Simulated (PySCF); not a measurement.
**Polarisability and C₆ of Pd (palladium, neutral)**

[Kr] 4d9 5s1, high-spin 3D determinant (an excited configuration). Calculation: PySCF 2.14, in x2c-QZVPPall with one added diffuse shell each of s, p, d, f, g type (14s9p8d5f3g, 143 functions); the spin-free X2C one-electron Hamiltonian (Gaussian nucleus). Coupled (time-dependent) response in atomic units; α is the mean over directions.

```json
{"method": "PBE0", "mean α (bohr³)": "55.75", "α xx, yy, zz": "56.19, 56.19, 54.86", "C₆ (like pair)": "465.3", "S(−4)": "2310"}
```

S(−4) is the Cauchy moment in α(ω) = α(0) + S(−4) ω² + …

Spin-orbit coupling is absent.

α(iu) at PBE0:

```tsv
u (hartree)	α(iu) (bohr³)
0	55.75
0.0500	50.66
0.100	40.67
0.200	25.47
0.300	17.72
0.500	10.81
0.750	7.172
1.00	5.272
1.50	3.292
2.00	2.275
3.00	1.276
5.00	0.5657
```

A single London oscillator, α(iu) = α/(1 + u²/ω²), gives C₆ = (3/4) ω α². Matching the computed C₆ needs ω = 4 × 465.3 / (3 × 55.75²) = 0.200 hartree.

The components differ because the open shell of this determinant is not spherical; for a pure term their mean is the scalar polarisability.
